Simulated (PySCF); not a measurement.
**One molecule, a ladder of functionals, a line**

Molecule: `InChI=1S/C7H12O/c8-6-7-4-2-1-3-5-7/h6-7H,1-5H2`.

Atom-mapped SMILES (the numbers label the heavy atoms): `[O:1]=[CH:2][CH:3]1[CH2:4][CH2:5][CH2:6][CH2:7][CH2:8]1` (H(Xn): hydrogen on atom n). Ha(C4), Ha(C5), Ha(C6), Ha(C7), Ha(C8) are cis to C2 on the ring; Hb(C4), Hb(C5), Hb(C6), Hb(C7), Hb(C8) are trans to C2 on the ring.

GIAO shieldings (ppm, equivalent atoms averaged) in PySCF 2.14.0 with density-fitted response routines on the PBE0-D3(BJ)/def2-SVP geometry, basis pcSseg-1, gas phase, non-relativistic:

```csv
functional,exact exchange (%),σ(C3)
BLYP,0,120.4
BP86,0,126.0
PBE,0,126.3
B3LYP,20,127.2
mPW1PW91,25,133.5
HF,100,148.7
```

Q: Fit each shielding as a line in the percentage of exact exchange.

A: σ(C3) = 124.4 + 0.25 x (rms 2.4 ppm). The functionals also differ in their semilocal parts, which the line can't hold; Hartree–Fock has no correlation at all.

Q: What does the line predict for PBE0 (25 %), and what does the run give?

A: σ(C3): 130.7 predicted, 134.2 computed ppm.
